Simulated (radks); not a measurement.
Results of a calculation; reference values are marked as such.
Q: The europium ion Eu+, configuration [Xe] 4f7 6s1. Level of theory: non-relativistic Kohn-Sham, LDA (Slater exchange, Perdew-Wang correlation), spin-polarised, spherical densities, point nucleus; open shells are filled with parallel spins first (spin-orbit coupling, left out, can overturn this in heavy ions); relativity is left out, which matters for an element this heavy (a radial shooting solver on a logarithmic mesh with Libxc functionals). Some entries of the table are withheld. Estimate them.

| orbital | occ. | eigenvalue (eV) | <r^2> (bohr^2) | <1/r> (bohr^-1) |
|---|---|---|---|---|
| 1s up | 1 | -45510.87 | 0.0007763 | 62.42 |
| 1s down | 1 | -45510.86 | 0.0007763 | 62.42 |
| 2s up | 1 | -7221.419 | 0.01237 | 14.49 |
| 2s down | 1 | -7221.278 | 0.01236 | 14.49 |
| 2p up | 3 | -6867.043 | 0.009199 | 14.52 |
| 2p down | 3 | -6866.956 | 0.009198 | 14.52 |
| 3s up | 1 | -1586.343 | 0.08057 | 5.446 |
| 3s down | 1 | -1583.366 | 0.08042 | 5.452 |
| 3p up | 3 | -1428.781 | 0.07551 | 5.388 |
| 3p down | 3 | -1426.047 | 0.07535 | 5.394 |
| 3d up | 5 | -1134.120 | 0.06054 | 5.287 |
| 3d down | 5 | -1132.092 | 0.06037 | 5.293 |
| 4s up | 1 | -314.3514 | 0.4076 | 2.320 |
| 4s down | 1 | -308.6345 | 0.4079 | 2.319 |
| 4p up | 3 | -253.3366 | 0.4314 | 2.227 |
| 4p down | 3 | -247.6529 | 0.4320 | 2.225 |
| 4d up | 5 | -144.6818 | 0.4974 | 2.019 |
| 4d down | 5 | -139.0818 | 0.4999 | 2.015 |
| 5s up | 1 | -46.2775 | 2.414 | 0.8968 |
| 5s down | 1 | -43.6350 | 2.499 | 0.8783 |
| 5p up | 3 | -30.0071 | 3.122 | 0.7866 |
| 5p down | 3 | -27.8705 | 3.262 | 0.7661 |
| 4f up | 7 | (1) | 1.057 | (2) |
| 4f down | 0 | (3) | 1.268 | (4) |
| 6s up | 1 | -8.5897 | 17.74 | 0.3141 |
| 6s down | 0 | -7.6093 | 19.00 | 0.3059 |

A: 
(1) 4f up eigenvalue (eV): -13.9430
(2) 4f up <1/r> (bohr^-1): 1.481
(3) 4f down eigenvalue (eV): -9.0603
(4) 4f down <1/r> (bohr^-1): 1.427
